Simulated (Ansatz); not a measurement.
`F[SiH](F)Cl` + `[NH2][GeH2][Cl]` → `F[SiH](Cl)[NH][GeH2][Cl]` + H–F  (ligand exchange at the Si–F bond)

Computed with Ansatz on PBE0-D4/def2-TZVP structures; ΔE is electronic, products minus reactants. CCSD(T)/CBS is the MP2 limit (def2-TZVPP, def2-QZVPP) plus CCSD(T) − MP2 in def2-TZVPP, frozen cores. This one scheme is used for every species. DFT in def2-TZVPP. For Ge outer-core shells are correlated without core-valence functions, which leaves a few kJ/mol of doubt a bond. Scalar relativity is left out up to krypton. One conformer a species, not always the lowest.

`F[SiH](F)Cl`:

Z-matrix (Å, degrees):
```
Si
F 1 1.577
Cl 1 2.018 2 109.0
F 1 1.577 2 107.6 3 118.1
H 1 1.465 2 109.8 3 -122.4
```

`[NH2][GeH2][Cl]`:

Cartesian coordinates in Å:
```
N 0.734 -0.293 0.898
Ge -0.155 0.017 -0.657
Cl -2.057 1.028 -0.353
H 0.268 -0.920 1.539
H 1.021 0.537 1.398
H -0.496 -1.328 -1.302
H 0.685 0.958 -1.523
```

`F[SiH](Cl)[NH][GeH2][Cl]`:

Z-matrix (Å, degrees):
```
Si
Cl 1 2.038
N 1 1.695 2 108.8
F 1 1.591 2 106.1 3 120.9
H 1 1.472 2 111.2 3 -123.5
Ge 3 1.831 1 129.6 2 22.3
H 3 1.010 1 116.1 2 -152.3
Cl 6 2.155 3 109.4 1 -89.7
H 6 1.531 3 108.1 1 154.8
H 6 1.526 3 109.6 1 28.0
```

H–F:

```xyz
2

F     0.176    0.354   -0.235
H    -0.176   -0.354    0.235
```

| level | ΔE (kJ/mol) |
| --- | --- |
| B2PLYP | 82.0 |
| SCS-MP2/def2-TZVPP | 73.2 |
| HF/def2-QZVPP | 92.7 |
| HF/CBS(def2) | 92.9 |

Q: What does CCSD(T)/CBS give? (Estimate.)

A: Ansatz gave: +68.9 kJ/mol. The listed levels differ from it by 13.1, 4.3, 23.8, 24.0 kJ/mol.

Largest T1 diagnostic among the species: 0.011.

From PBE to PBE0 (25 % exact exchange), in def2-TZVPP and without D4, ΔE moves by −3.3 kJ/mol. In def2-TZVPP, CCSD(T) changes the Hartree–Fock value by −20.5 kJ/mol (the triples alone add −2.8 kJ/mol) and MP2 by −23.8 kJ/mol. The D4 term adds −16.2 kJ/mol with B3LYP and −9.2 kJ/mol with PBE0; it sums over pairs of atoms, weighted by their polarisabilities, and B3LYP, whose exchange is more repulsive, gets the larger term.

B3LYP here is the variant with VWN-RPA as its local correlation; programs differ in this.
